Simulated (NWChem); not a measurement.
System: C4H4ClF; SMILES ClC=C=C(F)C

NWChem input:

```
start job
memory heap 200 mb stack 900 mb global 1100 mb
geometry units angstroms noautosym nocenter noautoz
  C      1.210778     2.233155     0.198332
  C     -0.008955     1.399628    -0.025935
  F     -1.158829     2.080010     0.215834
  C     -0.057155     0.150676    -0.419991
  C     -0.071172    -1.090525    -0.807342
  Cl    -0.038779    -2.462152     0.308768
  H      2.117899     1.655189     0.009602
  H      1.198457     3.107917    -0.463317
  H      1.228804     2.600227     1.231634
  H     -0.105500    -1.416581    -1.841932
end
basis spherical
  * library def2-svp
end
dft
  xc b3lyp
  iterations 150
end
cosmo
  do_cosmo_smd true
  solvent octanol
end
task dft energy
```

Structure relaxed at the B3LYP/6-31G* (spherical d) level. Solvent: 1-octanol.

Level: B3LYP/def2-SVP with SMD (1 M gas to 1 M solution), gas-phase geometry.

Problem. What results follow from this input? (B3LYP/def2-SVP, SMD on the gas-phase geometry.) Quantities: solvation free energy (kcal/mol); cavity-dispersion-structure term (kcal/mol); dipole in solution (D).

Solution. The solvation free energy (kcal/mol) is -3.2, the cavity-dispersion-structure term (kcal/mol) is 0.1 and the dipole in solution (D) is 2.57.
